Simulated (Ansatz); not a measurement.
**Worked example: CH5BO2 + C2H7InN → CH4BO2 + C2H8InN**

Gas-phase species: CH5BO2 `COBO`, singlet; C2H7InN `C[CH2][In][NH2]`, doublet; CH4BO2 `CO[B]O`, doublet; C2H8InN `C[CH2][InH][NH2]`, singlet. A radical takes H: the energy is the difference in strength between the B–H bond broken and the In–H bond made.

Shapes, held fixed at every level: PBE0-D4/def2-TZVP. Flexible molecules stand in one conformer, not always the lowest. Programs: Ansatz 0.2.0. Electronic energies: no zero-point or thermal term.

At CCSD(T)/def2-TZVPP; 1 Eh = 2625.50 kJ/mol:

```
species  energy (Eh)
 CH5BO2  -216.181901
C2H7InN  -324.409540
 CH4BO2  -215.503080
C2H8InN  -325.027831
```

Work out ΔE of the reaction at this level.


1. Products less reactants: (-215.503080) + (-325.027831) − [(-216.181901) + (-324.409540)] = 0.060530 Eh = +158.9 kJ/mol.

Other levels give +155.5 (wB97X-V/def2-TZVPP) to +169.1 kJ/mol (B3LYP-D4/def2-TZVPP). No measured value is set beside it here. Open shells run unrestricted. For atoms past krypton def2 sets carry core potentials with scalar relativity. Outer-core shells of In are correlated, in sets that cover them unevenly.
